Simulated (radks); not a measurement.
Neutral boron inside a hard spherical wall (all orbitals vanish at R), configuration held at [He] 2s2 2p1 and not refilled when levels cross. Calculated with a radial shooting solver on a logarithmic mesh with Libxc functionals: non-relativistic Kohn-Sham, PBE, spin-polarised, spherical densities, point nucleus; open shells are filled with parallel spins first. Eigenvalues in eV for spin up, with the zero of energy where the potential of the charges vanishes at infinity; a dash marks a level that is unbound or too diffuse for the functional's potential to be trusted. A positive occupied level is held by the wall or, in an anion where self-interaction has pushed it up, behind a barrier. The pressure on the wall is -dE/dV.

R (bohr)  E (hartree)  kinetic (hartree)    e(1s)   e(2s)   e(2p)  e(3s, empty)  e(3p, empty)  pressure (GPa)
free        -24.60538             24.509  -180.51  -9.903  -4.021             -             -               0
15          -24.60538             24.509  -180.51  -9.903  -4.021        -0.164         0.615        < 0.0001
10          -24.60528             24.509  -180.49  -9.890  -4.007         0.561         1.852         0.00265
8           -24.60443             24.516  -180.39  -9.828  -3.930         1.860         3.618          0.0398
4           -24.46855             25.118  -175.48  -6.611  -0.032        24.084        26.008            27.6
3           -24.03342             26.488  -167.66   0.279   7.279        57.314        54.947             223
2.5         -23.36640             28.219  -159.95   9.408  15.897        95.527        86.223             745
2           -21.72106             31.933  -147.10  30.295  33.352        172.90        146.53            3030
1.5         -16.97523             41.261  -123.88  87.864  74.524        356.42        282.81           16900
